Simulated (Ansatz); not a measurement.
Cost and result for the atomization energy of tetramethyl orthosilicate (TMOS) (21 atoms, 20 bonds).

Cartesian coordinates in Å:
```
C -2.002 -0.057 1.792
O -1.272 -0.673 0.755
Si 0.000 0.000 0.000
O 1.340 0.114 0.912
C 2.129 -0.985 1.312
O 0.364 -0.954 -1.264
C -0.579 -1.445 -2.191
O -0.432 1.514 -0.403
C 0.452 2.487 -0.913
H -1.383 0.083 2.684
H -2.841 -0.706 2.049
H -2.389 0.916 1.478
H 3.000 -0.602 1.846
H 2.468 -1.563 0.448
H 1.573 -1.649 1.982
H -1.378 -1.997 -1.688
H -1.027 -0.630 -2.770
H -0.062 -2.117 -2.878
H 0.836 2.197 -1.897
H 1.299 2.644 -0.239
H -0.097 3.424 -1.016
```

The species carries charge 0 and has multiplicity 1. The geometry is a stationary point of PBE0-D4/def2-TZVP. It is one conformer, not always the lowest. Program: Ansatz. All runs use 4 threads of an AMD EPYC 7R13 on a shared host and a share of an NVIDIA H100 80 GB. Times are those of one run each, without the atoms' runs, and a repeat can differ threefold. Electronic energies, without spin–orbit coupling; frozen cores. CCSD(T)/CBS adds CCSD(T) − MP2 in def2-TZVPP to the MP2 limit, and its time is that of the two runs behind it. T1 = 0.011. B3LYP takes the VWN-RPA correlation (the form of Gaussian; ORCA's B3LYP/G).

CCSD(T)/CBS is a level of theory with its own doubt, some kJ/mol a heavy atom from the limit and from the frozen cores, so smaller differences don't rank the functionals.

```csv
level,functions,wall time
BHLYP-D4/def2-TZVPP,458,5.5 s
LDA (SPW92)/def2-TZVPP,458,5.5 s
revPBE-D4/def2-TZVPP,458,6 s
B97M-V/def2-TZVPP,458,8 s
PBE0-D4/def2-TZVPP,458,8.5 s
B3LYP-D4/def2-TZVPP (with forces),458,9 s
CCSD(T)/def2-SVP,190,9 s
PBE-QIDH/def2-TZVPP,458,9.1 s
B2PLYP/def2-TZVPP,458,10 s
ωB97M-V/def2-TZVPP (with forces),458,13 s
MP2/def2-QZVPP,886,14 s
CCSD(T)/def2-TZVPP,458,84 s
CCSD(T)/CBS(def2),–,98 s
```

**Question.** What atomization energy does each give, and how far from CCSD(T)/CBS? (An estimate is asked.)

**Answer.** The calculation gave: 
```csv
level,atomization (kcal/mol),difference from CCSD(T)/CBS,per bond
BHLYP-D4/def2-TZVPP,1962.2,-66.1,-3.3
LDA (SPW92)/def2-TZVPP,2320.7,292.4,14.6
revPBE-D4/def2-TZVPP,2004.7,-23.6,-1.2
B97M-V/def2-TZVPP,2023.2,-5.1,-0.3
PBE0-D4/def2-TZVPP,2019.6,-8.7,-0.4
B3LYP-D4/def2-TZVPP (with forces),2022.2,-6.1,-0.3
CCSD(T)/def2-SVP,1908.6,-119.7,-6.0
PBE-QIDH/def2-TZVPP,2007.4,-20.9,-1.0
B2PLYP/def2-TZVPP,2003.1,-25.2,-1.3
ωB97M-V/def2-TZVPP (with forces),2030.3,2.0,0.1
MP2/def2-QZVPP,2045.4,17.1,0.9
CCSD(T)/def2-TZVPP,1975.8,-52.5,-2.6
CCSD(T)/CBS(def2),2028.3,0.0,0.0
```

From r2SCAN to r2SCAN0 (25 % exact exchange), in def2-TZVPP and without D4, the atomization energy moves by −33.5 kcal/mol: exact exchange takes away binding that semilocal exchange gives to molecules. The D4 term adds +18.2 kcal/mol with B3LYP and +9.9 kcal/mol with PBE0; it sums over pairs of atoms, weighted by their polarisabilities, and B3LYP, whose exchange is more repulsive, gets the larger term. In def2-TZVPP, CCSD(T) changes the Hartree–Fock value by +501.4 kcal/mol (the triples alone add +27.9 kcal/mol) and MP2 by +539.6 kcal/mol; breaking electron pairs costs correlation energy, which Hartree–Fock lacks.
